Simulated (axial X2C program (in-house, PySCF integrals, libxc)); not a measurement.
## Working with the constants of SeI

A bond curve at the PBE0 level, with spin–orbit coupling, was computed with an in-house all-electron X2C program for linear molecules (integrals from PySCF) (basis I dyall-cv3z [11s12p8d4f1g], Se dyall-cv3z [8s9p6d4f1g] (cores contracted in-house)) for the state Ω = 3/2 (⟨Sz⟩ = 0.50, ⟨Lz⟩ = 1.00 at PBE0). Its fit gives Re = 2.4412 Å, ωe = 279.1 cm⁻¹, ωexe = 0.662 cm⁻¹ and αe = 1.769e-04 cm⁻¹; the masses are 126.9045 and 79.9165 u. Two-component means X2C with spin–orbit coupling and atomic mean-field Coulomb and Gaunt terms.

(1) Find the reduced mass, Be and the force constant.

(2) The dipole moment p changes by 1.85 D/Å at Re. What harmonic infrared intensity follows?

(3) Estimate the centrifugal constant by the Kratzer relation.

(4) Estimate De from a Morse curve and compare with the computed well depth of 2.158 eV to I + Se.

(5) A Morse curve ties αe to the other constants (Pekeris). How well does that hold?

The state is one determinant whose occupation by symmetry is held fixed; it was picked as the lowest of a PBE0 search that is not exhaustive. Dissociation energies refer to the lowest single-determinant-based atoms at the same level and basis. Density functionals use the spin component along the axis (collinear). The functionals have no current-density term, which raises determinants with orbital currents, atoms included.

## Answers

(1) From the PBE0 values: μ = 49.0364 u. Be = 16.8576/(μ Re²) = 0.05769 cm⁻¹. k = 5.8918×10⁻⁷ μ ωe² = 2.25 mdyn/Å.

(2) I = 42.256 × (dp/dR)²/μ = 2.9 km/mol.

(3) D = 4Be³/ωe² = 9.86e-09 cm⁻¹.

(4) De(Morse) = ωe²/(4ωexe) = 3.647 eV against 2.158 eV computed, a ratio of 1.69. The extrapolation overshoots: the well softens faster than a Morse curve, or the lowest atomic limit lies below the one to which the curve heads.

(5) αe(Morse) = 6Be²/ωe × (√(ωexe/Be) − 1) = 1.708e-04 cm⁻¹; the PBE0 curve gives 1.769e-04 cm⁻¹, a ratio of 0.97.
